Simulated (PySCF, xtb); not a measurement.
Hf(NH2)2(SH)2 (H6HfN2S2), SMILES [NH2][Hf]([SH])([SH])[NH2], multiplicity 1.

GFN2-xTB run with xtb at its own geometry gives an orbital gap of 2.39 eV and a dipole moment of 3.29 D.

Geometry: PBE0-D3(BJ)/def2-SVP. The multiplicity is an assumed one; other spin states were not compared. The def2 effective core potentials stand for the cores of Hf; spin–orbit coupling is left out. One conformer was computed; it need not be the lowest.

What does PBE/def2-TZVP (PySCF) give? (An estimate is asked for; the answer gives what the named calculation found.)

gap 4.26 eV (levels -6.00 and -1.74 eV), dipole 3.95 D.
